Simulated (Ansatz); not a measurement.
Input for Ansatz (a first-principles code): R-r2SCAN/def2-TZVPP on GeH5NTe (SMILES N[Te][GeH3]), a point of a torsion scan. Elements past Kr take the def2 small-core potentials; no spin–orbit coupling.

Ansatz 0.2 input:
```yaml
crystal:
  periodic: [false, false, false]
  atoms:
    - {symbol: N, position_ang: [2.10678272, -0.12793692, 0.18350492]}
    - {symbol: Te, position_ang: [0.63874865, -0.16028016, 1.62265840]}
    - {symbol: Ge, position_ang: [-1.36593716, 0.01925697, 0.09976713]}
    - {symbol: H, position_ang: [2.06446011, 0.72407512, -0.36151150]}
    - {symbol: H, position_ang: [1.99799581, -0.89671721, -0.46604553]}
    - {symbol: H, position_ang: [-2.33887442, -1.12430829, 0.17381965]}
    - {symbol: H, position_ang: [-2.22328163, 1.23867994, 0.29635523]}
    - {symbol: H, position_ang: [-0.93411743, 0.07340522, -1.33990404]}
basis:
  gaussian:
    orbitals: def2-TZVPP
hamiltonian:
  xc: {name: r2SCAN}
scf: {lower_state_search: off}
```

Give the final energy of this run.

-2402.8737 hartree.

How many basis functions does it have, and what does it roughly cost on one machine?

199 functions; very roughly 7 core-seconds.
